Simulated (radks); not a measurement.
Species: Os67+. Configuration: [He] 2s2 2p5 (the NIST ground configuration).

Calculated with a radial shooting solver on a logarithmic mesh with Libxc functionals: scalar-relativistic Kohn-Sham, PBE, spin-unpolarised, spherical densities, point nucleus.

Energy parts (eV):
part                      energy
total                 -302254.52
kinetic                347790.63
electron-nucleus      -665451.68
Hartree                 18884.73
exchange-correlation    -3478.20

Orbitals (lengths in bohr, moments of r in powers of bohr; <r^-3> diverges for s and p1/2):
orbital  occ.  eigenvalue (eV)      <r>      <r^2>       <r^4>  <r^-3>
1s          2        -80329.89  0.01771  0.0004319   5.078e-07       -
2s          2        -18811.65  0.07340   0.006362  0.00006895       -
2p          5        -17218.42  0.06558   0.005230  0.00005314   23000

The highest occupied level is 2p at -17218.4 eV. Summed over all electrons, <r^2> = 0.03974 bohr^2, which gives a Langevin (diamagnetic) susceptibility term of -0.0315 x 10^-6 cm^3/mol.
